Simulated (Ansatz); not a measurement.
Mulliken charges of CBF₅ (`FB(F)C(F)(F)F`) from PBE/def2-TZVPP in Ansatz (PBE0-D4/def2-TZVP geometry).

```tsv
atom	x (Å)	y (Å)	z (Å)	charge (e)
F1	1.243	-1.389	0.666	-0.155
B2	0.082	-0.883	0.349	0.361
F3	-1.008	-1.581	0.519	-0.162
C4	-0.028	0.610	-0.257	0.338
F5	-0.594	0.585	-1.474	-0.129
F6	-0.794	1.383	0.528	-0.129
F7	1.160	1.208	-0.377	-0.124
```

Task: By hand: the dipole of these point charges (1 e Å = 4.8032 D).

Result: Σ q r = (0.026, -0.045, 0.021) e Å, of length 0.056 e Å = 0.27 D.

Task: How does the dipole of the full density compare? (Estimate.)

Result: Computed: (0.026, -0.159, 0.066) e Å, 0.84 D; the point charges give 0.32 times that, at 19° from its direction.

Point charges leave out the atoms' own dipoles, such as those of lone pairs, and Mulliken's split depends on the basis, so the two needn't agree.
